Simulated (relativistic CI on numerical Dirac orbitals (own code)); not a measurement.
**V+ in a cubic cluster: 2p photoemission with charge transfer**

Computed with a charge-transfer multiplet model of a cubic metal-ligand cluster with up to one ligand hole, Slater and spin-orbit integrals from Dirac-Coulomb-Breit ions, Slater integrals scaled by 0.7. The ground state mixes d4 with configurations of k ligand holes L, whose averages lie at kΔ + k(k − 1)U_dd/2; a core hole lowers each added d electron by U_cd. 20 K, Lorentzian 0.6 eV and Gaussian 0.8 eV FWHM.

Atomic integrals in eV (Slater integrals scaled, ζ unscaled), ground: F2dd 5.287, F4dd 3.249, zeta_d 0.015; with the core hole: F2dd 6.869, F4dd 4.275, zeta_d 0.030, zeta_core 4.613, F2cd 3.776, G1cd 2.721, G3cd 1.543.

Cluster parameters (eV): Δ = 7.6, U_dd = 5.3, U_cd = 6.1, 10Dq(ligand) = 0.4, V(eg) = 1.35, V(t2g) = -0.69, final-state hopping factor = 1.

```
          Case   n_d    d4   d5L     S
10Dq = -0.4 eV  4.07  0.93  0.07  2.00
 10Dq = 0.5 eV  4.09  0.91  0.09  2.00
 10Dq = 1.1 eV  4.08  0.92  0.08  2.00
```

Weights, n_d and S are thermal averages at 20 K. Binding energies count from the first peak over 30 % of the highest in each spectrum, which can be another peak from case to case. The parameters are a model scan and need not match a compound or its usual spin state. A negative ionic 10Dq is a model choice; hopping adds the covalent part of the field. Peaks in eV (height, largest 100):
- 10Dq = -0.4 eV: 0.0 (100), 2.5 (28), 7.8 (57)
- 10Dq = 0.5 eV: 0.0 (100), 2.6 (35), 8.0 (68)
- 10Dq = 1.1 eV: 0.0 (100), 2.5 (31), 8.0 (64)

Curve for 10Dq = 0.5 eV (points under 2 left out, the grid thinned):

| E (eV) | Intensity |
| --- | --- |
| -3.6 | 2.1 |
| -3.2 | 2.6 |
| -2.7 | 3.6 |
| -2.3 | 4.9 |
| -1.8 | 8.3 |
| -1.4 | 15.3 |
| -0.9 | 42.2 |
| -0.5 | 79.7 |
| -0.1 | 99.6 |
| 0.4 | 96.4 |
| 0.8 | 89.3 |
| 1.3 | 65.2 |
| 1.7 | 43.9 |
| 2.2 | 34.8 |
| 2.6 | 35.1 |
| 3.0 | 34.5 |
| 3.5 | 32.9 |
| 3.9 | 28.3 |
| 4.4 | 20.1 |
| 4.8 | 16.3 |
| 5.3 | 15.1 |
| 5.7 | 15.0 |
| 6.2 | 16.2 |
| 6.6 | 20.7 |
| 7.0 | 32.4 |
| 7.5 | 56.2 |
| 7.9 | 67.5 |
| 8.4 | 59.8 |
| 8.8 | 39.9 |
| 9.3 | 22.0 |
| 9.7 | 16.8 |
| 10.1 | 15.6 |
| 10.6 | 15.2 |
| 11.0 | 14.4 |
| 11.5 | 10.8 |
| 11.9 | 7.2 |
| 12.4 | 5.3 |
| 12.8 | 4.8 |
| 13.2 | 4.6 |
| 13.7 | 4.7 |
| 14.1 | 5.0 |
| 14.6 | 4.5 |
| 15.0 | 3.5 |
| 15.5 | 2.5 |
| 15.9 | 2.1 |

For the case 10Dq = 0.5 eV, Δ = 7.6 eV is larger than U_dd = 5.3 eV, the Mott-Hubbard side of the Zaanen-Sawatzky-Allen scheme. With the core hole the average of the configuration with one ligand hole lies at Δ − U_cd = 1.5 eV before mixing: the effective hopping of about 2.6 eV (from the holes of the mixed ground state) is comparable with this gap or larger, so the configurations mix strongly.
